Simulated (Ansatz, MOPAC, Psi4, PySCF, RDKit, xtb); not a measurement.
Noncovalent pair: C2H4 (SMILES C=C) (first 6 atoms) with CH4O (SMILES CO); geometry from B3LYP-D3(BJ)/def2-TZVP, rigid monomers moved along the line of their centres of mass till C2···H12 is 4.34 Å.
(charge 0, multiplicity 1):
```json
[
 {"atom": "C", "x (Å)": "0.5947", "y (Å)": "-0.2668", "z (Å)": "-0.0486"},
 {"atom": "C", "x (Å)": "-0.6463", "y (Å)": "0.2019", "z (Å)": "-0.0443"},
 {"atom": "H", "x (Å)": "0.8193", "y (Å)": "-1.2824", "z (Å)": "-0.3511"},
 {"atom": "H", "x (Å)": "1.4361", "y (Å)": "0.3478", "z (Å)": "0.2483"},
 {"atom": "H", "x (Å)": "-0.8696", "y (Å)": "1.2185", "z (Å)": "0.2562"},
 {"atom": "H", "x (Å)": "-1.4879", "y (Å)": "-0.4110", "z (Å)": "-0.3431"},
 {"atom": "C", "x (Å)": "0.1221", "y (Å)": "0.3002", "z (Å)": "5.6966"},
 {"atom": "O", "x (Å)": "-0.3430", "y (Å)": "-0.9104", "z (Å)": "5.1256"},
 {"atom": "H", "x (Å)": "1.1588", "y (Å)": "0.5204", "z (Å)": "5.4152"},
 {"atom": "H", "x (Å)": "0.0804", "y (Å)": "0.1829", "z (Å)": "6.7791"},
 {"atom": "H", "x (Å)": "-0.5041", "y (Å)": "1.1569", "z (Å)": "5.4202"},
 {"atom": "H", "x (Å)": "-0.3109", "y (Å)": "-0.8216", "z (Å)": "4.1648"}
]
```

Interaction energies are E(AB) − E(A) − E(B) at the monomers' geometry in the complex; basis-set methods are counterpoise corrected. RDKit's UFF carries no charges.

Cores are frozen in the correlated methods. Rows in 6-31G* carry no dispersion term and start afresh at each structure (6-31G* with six Cartesian d functions). The state reached by PM7 isn't checked; PM7 holds dispersion and hydrogen-bond terms.

Codes used: Ansatz (a quantum-chemistry and plane-wave program) with Gaussian orbitals; MOPAC for PM7 (differences of heats of formation); Psi4 for SAPT; PySCF for 6-31G* rows, the dispersion terms; RDKit for the force fields; xtb for the GFN methods. 

```json
[
 {"level": "UFF", "interaction energy (meV)": "-9.2"},
 {"level": "PM7", "interaction energy (meV)": "-16.6"},
 {"level": "GFN2-xTB", "interaction energy (meV)": "-14.3"},
 {"level": "HF/6-31G*", "interaction energy (meV)": "-16.2"},
 {"level": "r2SCAN-D3(BJ)/def2-TZVPPD", "interaction energy (meV)": "-22.5"},
 {"level": "PBE0-D3(BJ)/def2-TZVPPD", "interaction energy (meV)": "-24.4"},
 {"level": "wB97X-V/def2-TZVPPD", "interaction energy (meV)": "___"},
 {"level": "CCSD/aug-cc-pVDZ", "interaction energy (meV)": "___"},
 {"level": "SAPT0/jun-cc-pV(D+d)Z", "interaction energy (meV)": "-22.5"}
]
```

**Question.** Complete the blanks.

**Answer.** 
- wB97X-V/def2-TZVPPD, interaction energy (meV): -21.8
- CCSD/aug-cc-pVDZ, interaction energy (meV): -20.1
